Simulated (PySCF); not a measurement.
Al(NH2)2(NMe2), C₂H₁₀AlN₃, SMILES C[N]([Al]([NH2])[NH2])C, GFN2-xTB optimised geometry.

```
16

Al    -0.68     0.00     0.00
N     -1.57    -1.54     0.00
H     -2.58    -1.59    -0.02
H     -1.21    -2.48     0.03
N     -1.57     1.54     0.00
H     -1.21     2.48    -0.03
H     -2.58     1.59     0.02
N      1.12     0.00     0.00
C      1.93    -1.20    -0.05
C      1.93     1.20     0.05
H      2.58    -1.20    -0.94
H      2.58    -1.28     0.83
H      1.28    -2.07    -0.09
H      2.58     1.20     0.94
H      2.58     1.28    -0.83
H      1.28     2.07     0.09
```

Density from CAM-B3LYP/def2-TZVP (PySCF 2.14.0) at that geometry.

Minimum of the electron density along straight lines between bonded atoms, close to the bond critical point (lines longer than 1.1 times the sum of covalent radii, or with two minima, are not listed):

```csv
bond,length / Å,ρ at the minimum / e bohr⁻³,∇²ρ there / e bohr⁻⁵,position (fraction from the first atom)
Al1–N2,1.779,0.101,0.56,0.42
N2–H3,1.010,0.333,-1.58,0.73
N2–H4,1.009,0.334,-1.61,0.73
Al1–N5,1.779,0.101,0.56,0.42
N5–H6,1.009,0.334,-1.61,0.73
N5–H7,1.010,0.333,-1.58,0.73
Al1–N8,1.806,0.098,0.51,0.42
N8–C9,1.447,0.275,-0.72,0.59
N8–C10,1.447,0.275,-0.72,0.59
C9–H11,1.098,0.277,-0.96,0.64
C9–H12,1.098,0.277,-0.96,0.64
C9–H13,1.089,0.283,-1.00,0.64
C10–H14,1.098,0.277,-0.96,0.64
C10–H15,1.098,0.277,-0.96,0.64
C10–H16,1.089,0.283,-1.00,0.64
```
